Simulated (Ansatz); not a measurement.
Reaction (cleavage of the Al–B bond): `F[BH][AlH][F]` + H₂Se → `[F][AlH][SeH]` + `BF`

Program: Ansatz. Geometries: PBE0-D4/def2-TZVP. ΔE: electronic, gas phase. CBS: MP2 limit from def2 TZ/QZ plus the TZ coupled-cluster correction, frozen cores. This one scheme is used for every species. Functionals use def2-TZVPP. For Se outer-core shells are correlated without core-valence functions, which leaves a few kJ/mol of doubt a bond. Scalar relativity is left out up to krypton. Each species was taken in one conformer, which may not be the lowest.

CCSD(T)/CBS gives -40.3 kcal/mol.

**Question.** Another level gave -40.7 kcal/mol. Which?
A. revPBE/def2-TZVPP
B. CAM-B3LYP-D4/def2-TZVPP
C. r2SCANh/def2-TZVPP
D. MP2/def2-TZVPP

**Answer.** C. r2SCANh -40.7, CAM-B3LYP-D4 -38.7, MP2/def2-TZVPP -42.6, revPBE -36.6 kcal/mol.

Largest T1 diagnostic among the species: 0.014.

Leaving LDA and LC-ωPBE aside and taking each functional with its dispersion term where it has one, the values, not all of them listed here, spread over 4.1 kcal/mol, from r2SCAN0-D4 to revPBE-D4. At CCSD(T), def2-SVP lies +1.7 kcal/mol from the extrapolated value and def2-TZVPP +0.7 kcal/mol.
